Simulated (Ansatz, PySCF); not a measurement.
S₃, SMILES S([S])[S-], charge -1, multiplicity 2. Atoms are numbered in the order given.

```xyz
3

S      0.0000     0.0000     0.7296
S      0.0000     1.7156    -0.3648
S      0.0000    -1.7156    -0.3648
```
Charge -1, spin multiplicity 2.

Geometry: B3LYP-D3(BJ)/def2-SVPD.

Two levels are set side by side: PBE-D3(BJ)/def2-SVPD (Ansatz, a quantum-chemistry and plane-wave program) and B3LYP-D3(BJ)/def2-SVPD (Ansatz). Each level has its own optimised geometry; the coordinates shown are those of the second. Frequencies come from the Hessian of PySCF at each geometry. Differences are taken from unrounded values.

```
quantity                            B3LYP-D3(BJ)  PBE-D3(BJ)  PBE-D3(BJ) minus B3LYP-D3(BJ)
----------------------------------  ------------  ----------  -----------------------------
mean bond length (Å)                       2.035       2.040                          0.005
bond S1–S2 (Å)                             2.035       2.040                          0.005
bond S1–S3 (Å)                             2.035       2.040                          0.005
highest harmonic wavenumber (cm⁻¹)           532         521                            -12
mean harmonic wavenumber (cm⁻¹)              419         410                            -10
zero-point energy (kcal/mol)                1.80        1.76                          -0.04
```
